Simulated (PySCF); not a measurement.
# Ionisation energy of Mg+ by level of theory

Mg+ [Ne] 3s1 (2S) → Mg(2+) [Ne] (1S), as a difference of total energies. All numbers are calculated (PySCF 2.14, no relativity, point nucleus, in aug-cc-pCVQZ). Correlated levels: valence and next inner shell: 1s2 frozen; nothing frozen. The calculations carry no spin-orbit coupling.

Order these methods by the ionisation energy they give, lowest first.
A. SCS-MP2 (valence and next inner shell)
B. r2SCAN
C. MP2 (all electrons)
D. MN15

D (14.763 eV), A (14.918 eV), C (14.967 eV), B (15.020 eV).

For comparison: 15.035 eV (measured; NIST Atomic Spectra Database, ionization energies).
